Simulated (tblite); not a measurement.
Start geometry of `Cc1snnc1Cl` from a force field or distance geometry (Å):
```
atom  x, y, z in Å
C1    -1.452   -0.157   -0.055
C2     0.015   -0.241    0.043
S3     0.911   -1.824    0.438
N4     2.475   -0.861    0.322
N5     2.203    0.360    0.065
C6     0.956    0.729   -0.096
Cl7    0.496    2.410   -0.475
H8    -1.902   -1.089   -0.469
H9    -1.766    0.672   -0.737
H10   -1.928    0.006    0.942
```

**Question.** What comes out of this run: tblite, GFN2-xTB geometry optimisation, gas phase?

**Answer.** 
```
atom  x, y, z in Å
C1    -1.4621   -0.1843   -0.0573
C2     0.0120   -0.2633    0.0444
S3     0.9035   -1.6837    0.4001
N4     2.3438   -0.8647    0.3266
N5     2.2130    0.3549    0.0642
C6     0.9429    0.7504   -0.1025
Cl7    0.5661    2.3719   -0.4672
H8    -1.8713   -1.1096   -0.4558
H9    -1.7403    0.6465   -0.7027
H10   -1.8986   -0.0134    0.9277
```

The energy falls by 0.635 eV over 20 L-BFGS steps, the largest force on an atom goes from 3.55 to 0.009 eV/Å, and the atoms move by 0.072 Å rms after alignment. The bond that changes most is S3–N4 (ring sulfur to pyridine-type nitrogen), which shortens by 0.182 Å. Bonds longer at the end by more than 0.005 Å: 3 of 10; shorter: 7. Among the angles that change most is N4–N5–C6, from 119.8° to 114.3°. Rotational constants go from 3265, 1438, 1005 to 3347, 1557, 1070 MHz. The orientation of the end geometry is arbitrary; only internal coordinates are fixed.

Its GFN2-xTB frequencies are all real (lowest 48 cm⁻¹).

These are computed values.
